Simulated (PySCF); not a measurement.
C₇H₁₆OS.
InChI=1S/C7H16OS/c1-7(2,3)5-6-9(4)8/h5-6H2,1-4H3/t9-/m1/s1

Torsions of this conformer, `[CH3:1][S@@:2](=[O:3])[CH2:4][CH2:5][C:6]([CH3:7])([CH3:8])[CH3:9]`: C1–S2–C4–C5 -172°, S2–C4–C5–C6 173°, C4–C5–C6–C7 180°.

The closed-shell ground state was solved at several levels (PySCF, density fitting, gas phase, non-relativistic). Isolated species at its PBE0-D3(BJ)/def2-SVP geometry (one conformer only).

```json
{"level": "wB97X-D/def2-SVPD", "basis functions": "318", "HOMO (eV)": "-8.48", "LUMO (eV)": "1.99", "gap (eV)": "10.47", "dipole (D)": "4.09"}
{"level": "KT2/pcSseg-1", "basis functions": "240", "HOMO (eV)": "-5.24", "LUMO (eV)": "-0.10", "gap (eV)": "5.14", "dipole (D)": "3.53"}
```

(1) Estimate the row for PBE0/pcSseg-1, a basis of 240 functions; the other rows only guide the guess.

(2) Over all these levels, which gives the widest orbital gap and which the narrowest?

(3) How far do the dipole and the HOMO energy spread over the levels?

Results:

(1) HOMO -6.47 eV, LUMO 0.96 eV, gap 7.43 eV, dipole 3.86 D.

(2) wB97X-D/def2-SVPD (range-separated hybrid) has the widest, 10.47 eV, and KT2/pcSseg-1 (GGA) the narrowest, 5.14 eV. Functional and basis both differ between the two, so the spread mixes both effects.

(3) The dipole runs from 3.53 to 4.09 D (mean 3.83 D) and the HOMO from -8.48 to -5.24 eV.
